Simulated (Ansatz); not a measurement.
`C=[C](C)[InH2]` + `CNC` → `C[N](C)[InH2]` + `C=CC` at 500 K and 1 bar (ligand exchange at the In–C bond).

Calculated with Ansatz (gas phase, PBE0-D4/def2-TZVP geometries, no zero-point term in ΔE). CBS: MP2 limit from def2 TZ/QZ plus the TZ coupled-cluster correction, frozen cores. Elements past krypton have def2 core potentials. For In outer-core shells are correlated without core-valence functions, which leaves a few kJ/mol of doubt a bond.

```tsv
species	CCSD(T)/CBS energy (Eh)	H − E (kJ/mol)	S (J/(mol·K))
`C=[C](C)[InH2]`	-308.12640	257.9	407.6
`CNC`	-135.00321	273.8	313.8
`C[N](C)[InH2]`	-325.40049	291.6	403.4
`C=CC`	-117.74610	238.4	304.6
```

H − E and S are ideal-gas, rigid-rotor, harmonic terms from PBE0-D4/def2-TZVP. 1 Eh = 2625.50 kJ/mol, R = 8.31446 J/(mol·K).

Problem. By hand: ΔE, ΔH, ΔS and ΔG.

Solution. ΔE = (-325.40049) + (-117.74610) − (-308.12640) − (-135.00321) = -0.01698 Eh = -44.6 kJ/mol. Δ(H − E) = 291.6 + 238.4 − 257.9 − 273.8 = -1.7, so ΔH = -46.3 kJ/mol. ΔS = 403.4 + 304.6 − 407.6 − 313.8 = -13.4 J/(mol·K). ΔG = -46.3 − 500 × (-13.4)/1000 = -39.6 kJ/mol.

Problem. By hand: the equilibrium constant, and the temperature at which ΔG would vanish if ΔH and ΔS stayed fixed.

Solution. log₁₀ K = −ΔG/(RT ln 10) = 4.1. ΔG = 0 at ΔH/ΔS = 3455 K, far beyond where these terms or the molecules hold.

The number of gas molecules stays the same, so ΔS is small and ΔH decides. A doubt of 5 kJ/mol in ΔE shifts log₁₀ K by 0.5 here. These are equilibria of isolated gas molecules and say nothing of rates. Largest T1 diagnostic: 0.017 (customary marks: 0.02 for closed shells, 0.045 for open ones).
